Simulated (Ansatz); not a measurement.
CH$_{5}$FO$_{2}$Ti, SMILES `[CH3][Ti]([OH])([OH])[F]`, relaxed with RKS PBE-D4/def2-SVP in Ansatz from a rough embedded geometry. The force threshold is 0.03 eV/Å; the program also tests the step.

The species carries charge 0 and has multiplicity 1.

Start:

```xyz
10

C     1.156    0.305   -0.677
Ti   -0.677   -0.398    0.085
O    -0.285   -1.624    1.549
O    -1.786    1.151    0.776
F    -1.681   -1.296   -1.271
H     1.710   -0.559   -1.201
H     0.939    1.056   -1.512
H     1.743    0.765    0.067
H     0.408   -1.239    2.075
H    -1.529    1.839    0.109
```

```
step  energy (eV)  largest force (eV/Å)  largest move (Å)
   1  -31025.3767                 3.221             0.000
   2  -31026.4532                 1.610             0.198
   3  -31026.5864                 1.638             0.151
   4  -31026.6976                 0.501             0.200
   5  -31026.7325                 0.344             0.200
   6  -31026.7457                 0.509             0.200
   7  -31026.7584                 0.211             0.200
   8  -31026.7640                 0.143             0.086
   9  -31026.7664                 0.061             0.063
  10  -31026.7668                 0.044             0.026
  11  -31026.7672                 0.005             0.012
```

End:

```xyz
10

C     1.210    0.261   -0.818
Ti   -0.580   -0.323    0.058
O    -0.126   -1.442    1.380
O    -1.331    1.177    0.660
F    -1.516   -1.140   -1.192
H     1.743   -0.636   -1.199
H     1.005    0.954   -1.661
H     1.850    0.776   -0.071
H    -0.115   -1.316    2.344
H    -2.141    1.689    0.499
```

It took 18 s on 4 threads of a server CPU on a shared host, with 0.19 GiB of host memory at the peak.
